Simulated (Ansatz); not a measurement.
Geometry optimisation, RKS PBE0-D4/def2-SVP in Ansatz.

Input:

```yaml
crystal:
  periodic: [false, false, false]
  atoms:
    - { symbol: Si, position_ang: [0.902986, -0.384492, 0.126803] }
    - { symbol: O, position_ang: [-2.111728, -0.178879, -0.459422] }
    - { symbol: H, position_ang: [0.625709, -1.47568, -0.864883] }
    - { symbol: H, position_ang: [2.307477, -0.585157, 0.614209] }
    - { symbol: "N", position_ang: [-0.056728, -0.289954, 1.542806] }
    - { symbol: H, position_ang: [-1.568193, 0.560926, -0.772917] }
    - { symbol: "N", position_ang: [0.676562, 1.108749, -0.834134] }
    - { symbol: H, position_ang: [-1.983366, -0.854346, -1.13507] }
    - { symbol: H, position_ang: [0.287758, -0.648047, 2.424269] }
    - { symbol: H, position_ang: [-1.063397, -0.373146, 1.424736] }
    - { symbol: H, position_ang: [1.147051, 1.142231, -1.735573] }
    - { symbol: H, position_ang: [0.835769, 1.977794, -0.330823] }
basis:
  gaussian: { orbitals: def2-SVP }
hamiltonian:
  xc: pbe0
  dispersion: d4
relax:
  f_tol: 0.03
  max_steps: 50
```

Run as:

```bash
$ ansatz run input.yaml --threads 2 --pin off --max-ram 3072MiB --backend cpu --events-out ev --progress --plain --runs-dir out
```

**Question.** Where does it end, and by what steps?

**Answer.** The run converged. After 10 steps the energy has fallen by 0.101 eV; H3 moved furthest, 0.36 Å.

```json
{"step": "0", "energy less start (eV)": "0.0000", "largest force component (eV/Å)": "0.784", "accepted": "yes"}
{"step": "1", "energy less start (eV)": "-0.0152", "largest force component (eV/Å)": "1.619", "accepted": "yes"}
{"step": "2", "energy less start (eV)": "-0.0331", "largest force component (eV/Å)": "1.004", "accepted": "yes"}
{"step": "3", "energy less start (eV)": "-0.0721", "largest force component (eV/Å)": "0.513", "accepted": "yes"}
{"step": "4", "energy less start (eV)": "-0.0807", "largest force component (eV/Å)": "0.698", "accepted": "yes"}
{"step": "5", "energy less start (eV)": "-0.0925", "largest force component (eV/Å)": "0.429", "accepted": "yes"}
{"step": "6", "energy less start (eV)": "-0.0970", "largest force component (eV/Å)": "0.207", "accepted": "yes"}
{"step": "7", "energy less start (eV)": "-0.0995", "largest force component (eV/Å)": "0.058", "accepted": "yes"}
{"step": "8", "energy less start (eV)": "-0.1003", "largest force component (eV/Å)": "0.048", "accepted": "yes"}
{"step": "9", "energy less start (eV)": "-0.1005", "largest force component (eV/Å)": "0.034", "accepted": "yes"}
{"step": "10", "energy less start (eV)": "-0.1006", "largest force component (eV/Å)": "0.025", "accepted": "yes"}
```

```xyz
12
Properties=species:S:1:pos:R:3
Si 1.036 -0.400 0.175
O -2.158 0.106 -0.468
H 0.969 -1.545 -0.795
H 2.424 -0.374 0.738
N -0.037 -0.377 1.507
H -1.331 0.551 -0.745
N 0.578 0.966 -0.829
H -2.231 -0.632 -1.083
H 0.194 -0.806 2.394
H -1.034 -0.372 1.290
H 0.937 0.995 -1.779
H 0.652 1.888 -0.405
```

Time of the run: 44 s on 2 threads of Arm Neoverse N1 (shared host), peak memory 0.2 GiB.
